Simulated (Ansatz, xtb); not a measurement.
Reaction (SMILES): BrCBr + 2 [H][H] (H2) -> 2 Br (HBr) + C (CH4)
Structures are relaxed separately at B3LYP-D3(BJ)/def2-TZVP in Ansatz (a quantum-chemistry and plane-wave program).

Property: energy of full hydrogenation (electronic energy difference), in eV. Cores are frozen in the correlated levels unless marked. No spin-orbit coupling. The frozen core is the preceding noble-gas configuration, with the filled d and f shells of earlier blocks. No relativistic terms. Basis-set limits of correlation are two-point, X^-3; Hartree-Fock from the larger set.

```tsv
level	program	energy of full hydrogenation (eV)
GFN2-xTB	xtb	-2.14
revPBE-D3(BJ)/def2-TZVPD	Ansatz + dftd3	-1.58
B3LYP/def2-TZVPD	Ansatz	-1.88
PBE0/STO-3G	Ansatz	-1.06
PBE0/6-31G*	Ansatz	-1.74
PBE0/def2-SVP	Ansatz	-2.05
PBE0-D4/def2-TZVPD	Ansatz + dftd4	-1.80
HSE06-D4/def2-TZVPD	Ansatz + dftd4	-1.80
HSE06/def2-TZVPD	Ansatz	-1.86
wB97X-V/def2-TZVPD	Ansatz	-1.81
B2GP-PLYP/def2-TZVPD	Ansatz	-1.80
RI-MP2/cc-pVTZ	Ansatz	-1.76
SCS-MP2/cc-pVDZ	Ansatz	-1.97
CCSD/aug-cc-pVDZ	Ansatz	-2.01
CCSD(T)/CBS(cc-pVTZ,cc-pVQZ)	Ansatz	-1.80
```
